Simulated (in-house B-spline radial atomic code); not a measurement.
RPA and G0W0 on TPSS: the arsenic ion As⁵⁺

Configuration [Ar] 3d10, mean-field start TPSS. Computed with an all-electron radial atomic-structure program (B-spline basis): all electrons, non-relativistic, point nucleus, each spin shell either full or empty, empty states to l = 9 with an (l + 1/2)⁻⁴ tail; G0W0 by contour deformation at full frequency.

Command:
```bash
python run_gw.py task.json out
```
Settings (radii: box in bohr, nucleus in fm):
```
Z                        33
electrons                28
configuration            [Ar] 3d10
hamiltonian              nr
method                   tpss,tpss
lmax                     9
spin_polarised           False
box_radius               10.43
intervals                50
```

Run time, properties included: 1.9 s on 1 thread of Arm Neoverse N1 (shared host).

Energies (hartree):

| term | value |
| --- | --- |
| mean-field total | -2229.63632 |
| Hartree-Fock functional on these orbitals | -2228.24027 |
| direct second order | -2.4299 |
| second-order exchange | 0.70206 |
| SOSEX correction | 0.64748 |

(1) What is the RPA correlation energy, and what remains with SOSEX?

Quasi-particle levels (eV):

```json
{"level": "3d", "occupied": "yes", "mean field": "-107.82", "Σx - vxc": "-17.17", "Σc": "?", "QP weight": "?", "G0W0": "?"}
{"level": "4s", "occupied": "no", "mean field": "-68.43", "Σx - vxc": "7.80", "Σc": "-1.41", "QP weight": "0.990", "G0W0": "-62.04"}
```

G0W0 = mean field + (Σx - vxc) + Σc, with Σc (partial-wave tail included) taken at the quasi-particle energy. Only the outer levels were computed. Levels of low weight are left out.

(2) Where does G0W0 put 3d?

Results:

(1) RPA gives -2.1098 hartree (-2.05 eV per electron); RPA + SOSEX gives -1.4624, and the second-order doubles -1.7279 hartree (no singles). RPA lacks exchange-type terms and so overcorrelates at short range.

(2) At -122.44 eV, with Σc = 2.55 eV and a quasi-particle weight of 0.950. The tabulated removal energy is 121.19 ± 0.06 eV (NIST, measured); the calculation leaves out relativity, Breit and QED terms, and what these don't explain is the method's own error.
